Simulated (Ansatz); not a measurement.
Compare A (`CC(C)BO`) with its isomer B (`CBCOC`).

Computed with Ansatz on PBE0-D4/def2-TZVP structures; ΔE is electronic, products minus reactants. CCSD(T)/CBS is the MP2 limit (def2-TZVPP, def2-QZVPP) plus CCSD(T) − MP2 in def2-TZVPP, frozen cores. DFT in def2-TZVPP. B3LYP here is the variant with VWN-RPA as its local correlation; programs differ in this. One conformer a species, not always the lowest.

(1) Which isomer does CCSD(T)/CBS put lower? Give the gap. (An estimate is asked.)

(2) Give E(B) − E(A) in kJ/mol with B3LYP, CCSD(T)/def2-TZVPP, r2SCAN-D4, B3LYP-D4, PBE-D4, PBE0-D4, B2PLYP. (Best estimate.)

Largest T1 diagnostic: 0.011.

Results:

(1) The calculation gave: A, by 220.0 kJ/mol.

(2) Computed: B3LYP 202.3, CCSD(T)/def2-TZVPP 219.2, r2SCAN-D4 208.5, B3LYP-D4 205.5, PBE-D4 205.5, PBE0-D4 209.6, B2PLYP 211.9. None reverses the order clearly.

In def2-TZVPP, CCSD(T) changes the Hartree–Fock value by +16.9 kJ/mol (the triples alone add +1.8 kJ/mol) and MP2 by +26.6 kJ/mol. The D4 term adds +3.2 kJ/mol with B3LYP and +1.7 kJ/mol with PBE0; it sums over pairs of atoms, weighted by their polarisabilities, and B3LYP, whose exchange is more repulsive, gets the larger term.
